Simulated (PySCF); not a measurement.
SMILES C(C)(C)(C)[SiH2]B (C₄H₁₃BSi) at its GFN2-xTB optimised geometry (Å):

```
19

B      2.0007    -1.6114     0.0138
Si     1.3603     0.2322     0.0000
C     -0.5788     0.2322     0.0000
C     -1.0951    -0.4886    -1.2447
C     -1.1118     1.6627     0.0000
C     -1.0951    -0.4888     1.2445
H      2.2026    -2.2022    -0.9758
H      2.1713    -2.1971     1.0124
H      1.7416     1.0694     1.1568
H      1.7413     1.0554    -1.1669
H     -2.1858    -0.4776    -1.2693
H     -0.7337    -0.0045    -2.1498
H     -0.7680    -1.5274    -1.2593
H     -0.7694     2.2022    -0.8799
H     -2.2026     1.6660    -0.0014
H     -0.7718     2.2010     0.8815
H     -2.1857    -0.4747     1.2710
H     -0.7309    -0.0071     2.1498
H     -0.7710    -1.5286     1.2570
```

Method: PBE/def2-SVP (PySCF).

Map of the electron localisation function on the plane z = 0.6 Å:

```
|0000000000000000000000000|
|0000000000000000000000000|
|0000000000000000000000000|
|0000000002331000000000000|
|0000000027884000000000000|
|0000342159997000000000000|
|0004897569997000232100000|
|0006999769994003787310000|
|0004999856751017999620000|
|0000377545631148999720000|
|0000000014545544699620000|
|0000000026656730037410000|
|0000255458976730025310000|
|0001688768974442477520000|
|0001688755641137998520000|
|0000365346640026776410000|
|0000011138971013567741000|
|0000000048981003899983000|
|0000000027860005999994000|
|0000000002310005999983000|
|0000000000000002789851000|
|0000000000000000244310000|
|0000000000000000001000000|
|0000000000000000000000000|
|0000000000000000000000000|
```
Scale: ten equal steps from 0.000 (start of '0') to 0.995 (end of '9'), in the order '0123456789'; x runs from -4.50 to 4.50, y from -4.50 (bottom) to 4.50 (top).
